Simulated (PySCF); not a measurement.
PySCF input file for SiOF, SMILES [Si](=O)F, multiplicity 2, PBE0/pcH-1. Coordinates come from a PBE0-D3(BJ)/def2-TZVP optimisation.

```python
import numpy as np
from pyscf import gto, scf, dft
from pyscf.prop.hfc import uks as hfc
from pyscf.prop.gtensor import uks as gtensor

mol = gto.M(
    atom='''
    Si    0.37896793    0.07358063    0.00000000
    O    -0.34412300    1.41012264    0.00000000
    F    -0.28361856   -1.36790111    0.00000000
    ''',
    basis='pcH-1',
    charge=0,
    spin=1,
    max_memory=1600,
    verbose=3,
)
mf = dft.UKS(mol, xc='pbe0')
mf.grids.level = 3
mf.conv_tol = 1e-10
mf.max_cycle = 100
mf.kernel()
fine, coarse = mf.grids, dft.Grids(mol).set(level=1).build(with_non0tab=True)
for _ in range(3):  # follow internal instabilities
    mf.grids = coarse
    mo, _, stable, _ = mf.stability(return_status=True, nroots=4)
    mf.grids = fine
    if stable:
        break
    mf.kernel(mf.make_rdm1(mo, mf.mo_occ))
A = hfc.HFC(mf).make_fcdip(mf.make_rdm1())  # Fermi contact and dipolar terms, MHz
print('atom   A(iso)/MHz   principal dipolar parts/MHz')
for i, a in enumerate(A):
    w = np.linalg.eigvalsh((a + a.T) / 2)
    print(f'{mol.atom_symbol(i):2s}{i + 1:3d} {w.mean():12.2f}', (w - w.mean()).round(2))
gt = gtensor.GTensor(mf)
gt.dia_soc2e, gt.para_soc2e, gt.so_eff_charge = None, None, True
gt.max_cycle_cphf = 60
g = gt.kernel()
```

Output:

```

WARN: HOMO -0.240986224498869 >= LUMO -0.240986224498883

converged SCF energy = -464.268873344207  <S^2> = 0.75510788  2S+1 = 2.0051014
<class 'pyscf.dft.uks.UKS'> wavefunction is stable in the internal stability analysis
atom   A(iso)/MHz   principal dipolar parts/MHz
Si  1      -913.84 [-96.17  37.95  58.22]
O   2         1.48 [-99.57  44.94  54.63]
F   3       536.69 [-184.55 -165.3   349.85]
SOC(1e)/OZ [-0.00102489 -0.00672049  0.00051042]
free electron g 2.00231930436182
g-tensor total [2.0011712  1.9955669  2.00276844]
g-shift (ppt) [-1.14809987 -6.75240415  0.44913842]
```

Self-consistency was reached.

Cost: about 15 core-seconds (a rough figure).
